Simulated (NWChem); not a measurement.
# Basis-set convergence for H$_{3}$FGe

SMILES: [GeH3][F]
```xyz
5

Ge     0.0619    -0.3241     0.0000
F     -0.2687     1.4064     0.0000
H      0.8743    -0.6233     1.2849
H      0.8743    -0.6233    -1.2849
H     -1.3116    -1.0409     0.0000
```
Charge 0, spin multiplicity 1.

Everything below was run with NWChem. All single points use one geometry, from PBE/def2-SVP, a minimum by its harmonic frequencies.

Quantity: vertical ionisation energy at the level ΔB3LYP (Δ: difference of total energies, the cation a doublet at the parent's geometry with its hole in an orbital of symmetry a' (Cs labels); it is the state that the SCF runs reached, from PBE0 orbitals for Hartree-Fock references, and need not be the lowest).

The Hamiltonian is non-relativistic. B3LYP has NWChem's definition, with VWN1-RPA local correlation. The structure started from a generated list of species. No SCF solution was tested for a lower state.

Relative cost: rough, from shared machines, SCF included, STO-3G = 1.

```
basis        functions  vertical ionisation energy (eV)  relative cost
-----------  ---------  -------------------------------  -------------
STO-3G              26                             8.48              1
3-21G               37                            11.78        under 3
def2-SVPD           85                            12.28              3
aug-cc-pVDZ         86                            12.24              6
cc-pVTZ            115                            12.21             10
def2-TZVPD         121                            12.25              5
def2-TZVPP         121                            12.24              5
cc-pVQZ            213                            12.24             80
```

Smallest basis within 0.1 eV of cc-pVQZ, the largest set run: def2-SVPD, with 85 functions against 213 and about 4 % of the time (also within reach: aug-cc-pVDZ, cc-pVTZ, def2-TZVPD, def2-TZVPP). cc-pVQZ isn't the basis-set limit itself, and a small set can land close by cancellation.
